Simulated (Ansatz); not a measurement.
Correlation energies of `[NH2][Al]([F])[SiH3]` by basis set

```csv
atom,x (Å),y (Å),z (Å)
N1,1.129,-1.177,-1.201
Al2,0.195,0.268,-0.834
F3,0.067,1.406,-2.027
Si4,-0.887,0.640,1.318
H5,1.275,-1.936,-0.556
H6,1.592,-1.365,-2.077
H7,-0.345,1.853,1.990
H8,-2.356,0.829,1.159
H9,-0.672,-0.520,2.228
```

Charge 0, multiplicity 1. All single points use the PBE0-D4/def2-TZVP geometry. It is one conformer, not always the lowest. Frozen core, restricted reference, the Gaussian-basis code of Ansatz. CBS rows extrapolate triple and quadruple zeta; past MP2 they add the triple-zeta difference.

```
     basis     HF (Eh)  MP2 corr.
  def2-SVP  -687.47103   -0.52067
def2-TZVPP  -687.85936   -0.66999
def2-QZVPP  -687.88361   -0.72558
```

Question: Estimate the CCSD correlation energy and the (T) correction in each basis where they were run (hartree).

Answer: 
| basis | CCSD corr. | (T) |
| --- | --- | --- |
| def2-SVP | -0.56269 | -0.01158 |
| def2-TZVPP | -0.70703 | -0.02289 |
| CBS(def2) | -0.80380 | as TZ |
